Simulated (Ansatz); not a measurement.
Ansatz (a program for electronic structure) input (CCSD(T)/aug-cc-pV(D+d)Z):
A basis named .json is the Basis Set Exchange file of that set.

Ansatz 0.2 input:
```yaml
crystal:
  periodic: [false, false, false]
  atoms:
    - {symbol: Si, position_ang: [1.53741981, -0.15454593, 0.27798897]}
    - {symbol: N, position_ang: [-0.00870706, -0.39510056, -0.45998986]}
    - {symbol: Si, position_ang: [-1.53322615, 0.32839801, -0.07870391]}
    - {symbol: H, position_ang: [2.58406256, 0.04090454, -0.75492498]}
    - {symbol: H, position_ang: [1.43860133, 1.04831448, 1.13222697]}
    - {symbol: H, position_ang: [1.95835252, -1.30523422, 1.11726840]}
    - {symbol: H, position_ang: [-0.03834391, -1.11117236, -1.17438112]}
    - {symbol: H, position_ang: [-2.45959187, -0.61039038, 0.60407042]}
    - {symbol: H, position_ang: [-2.21243861, 0.79528690, -1.31209694]}
    - {symbol: H, position_ang: [-1.26840381, 1.47406585, 0.81777540]}
basis:
  gaussian:
    orbitals: aug-cc-pV_D+d_Z.json
magnetization: {spin_polarized: false}
correlation: {method: ccsd_t, electrons: outside_noble_gas}
output: {forces: true}
```

End of the output:

```
mean field evaluation 16: about -17318.4997 eV, gradient 3.2e-1 eV
mean field -17318.59265273 eV, -636.4465410243 hartree, gradient 5.1e-6 eV, S^2 0.000000; 0 other end points of the search recorded, 0 dependent functions left out
11 core orbitals not correlated
reference -17318.59265273 eV, -636.4465410243 hartree; 10, 10 occupied and 129, 129 virtual orbitals, 1507 factors
densities: 2.23 GiB planned
second order -10.91236369 eV of doubles, -0.00000000 eV of singles
coupled cluster: 1.13 GiB planned
cycle   1  -11.90005970 eV  change   -9.9e-1 eV  update   8.6e-2
cycle   2  -12.33200104 eV  change   -4.3e-1 eV  update   2.6e-2
cycle   3  -12.39103553 eV  change   -5.9e-2 eV  update   9.9e-3
cycle   4  -12.38635281 eV  change    4.7e-3 eV  update   2.6e-3
cycle   5  -12.38612365 eV  change    2.3e-4 eV  update   8.5e-4
cycle   6  -12.38612338 eV  change    2.6e-7 eV  update   2.4e-4
cycle   7  -12.38604881 eV  change    7.5e-5 eV  update   7.6e-5
cycle   8  -12.38604869 eV  change    1.2e-7 eV  update   2.6e-5
cycle   9  -12.38605283 eV  change   -4.1e-6 eV  update   9.1e-6
perturbative correction -0.34774895 eV, -0.0127795382 hartree
the calculation of the forces begins
Total energy: -17331.32645452 eV, -636.9144996085 hartree
Atom 0 at     1.537420    -0.154546     0.277989 Å, force     0.531556     0.049457     0.245065 eV/Å
Atom 1 at    -0.008707    -0.395101    -0.459990 Å, force     0.007004    -0.091540    -0.184238 eV/Å
Atom 2 at    -1.533226     0.328398    -0.078704 Å, force    -0.532264     0.216773     0.121489 eV/Å
Atom 3 at     2.584063     0.040905    -0.754925 Å, force     0.084035     0.017003    -0.085122 eV/Å
Atom 4 at     1.438601     1.048314     1.132227 Å, force    -0.022436     0.121821     0.081066 eV/Å
Atom 5 at     1.958353    -1.305234     1.117268 Å, force     0.036166    -0.092679     0.069301 eV/Å
Atom 6 at    -0.038344    -1.111172    -1.174381 Å, force    -0.012877    -0.296697    -0.290858 eV/Å
Atom 7 at    -2.459592    -0.610390     0.604070 Å, force    -0.077089    -0.074867     0.056145 eV/Å
Atom 8 at    -2.212439     0.795287    -1.312097 Å, force    -0.053647     0.038657    -0.101115 eV/Å
Atom 9 at    -1.268404     1.474066     0.817775 Å, force     0.039552     0.112072     0.088267 eV/Å
Dipole moment:    -0.005025    -0.126982    -0.128668 e Å
```
